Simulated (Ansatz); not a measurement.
Start from `C#CBN=C` and change one atom or group to get `BC#C`.

Ansatz, PBE0-D4/def2-TZVP geometries, multiplicity 1. Each molecule was computed in one conformer, which needn't be the lowest.

| property | `C#CBN=C` |
| --- | --- |
| LUMO energy (ωB97M-V/def2-TZVPP) / eV | 1.12 |
| HOMO energy (PBE/def2-TZVPP) / eV | -6.31 |
| HOMO–LUMO gap (PBE/def2-TZVPP) / eV | 4.10 |
| HOMO energy (B3LYP/def2-TZVPP) / eV | -7.28 |
| LUMO energy (PBE0/def2-TZVPP) / eV | -1.09 |
| size of the dipole moment (B3LYP/def2-TZVPP) / D | 2.18 |

(1) Give the same properties after the change, and the shifts. (Estimate.)

## Answers

(1) The calculation gave: 
```json
{"property": "LUMO energy (ωB97M-V/def2-TZVPP) / eV", "`BC#C`": "-0.38", "shift": "-1.50"}
{"property": "HOMO energy (PBE/def2-TZVPP) / eV", "`BC#C`": "-6.88", "shift": "-0.57"}
{"property": "HOMO–LUMO gap (PBE/def2-TZVPP) / eV", "`BC#C`": "3.50", "shift": "-0.60"}
{"property": "HOMO energy (B3LYP/def2-TZVPP) / eV", "`BC#C`": "-7.87", "shift": "-0.59"}
{"property": "LUMO energy (PBE0/def2-TZVPP) / eV", "`BC#C`": "-2.40", "shift": "-1.31"}
{"property": "size of the dipole moment (B3LYP/def2-TZVPP) / D", "`BC#C`": "0.99", "shift": "-1.19"}
```

With PBE0 the HOMO falls by 0.59 eV and the LUMO falls by 1.31 eV, so the gap narrows by about 0.72 eV. PBE moves the HOMO by -0.57 eV and ωB97M-V by -0.61 eV. Dipoles are sizes alone; their direction can turn.

B3LYP here is the variant with VWN-RPA as its local correlation; programs differ in this.
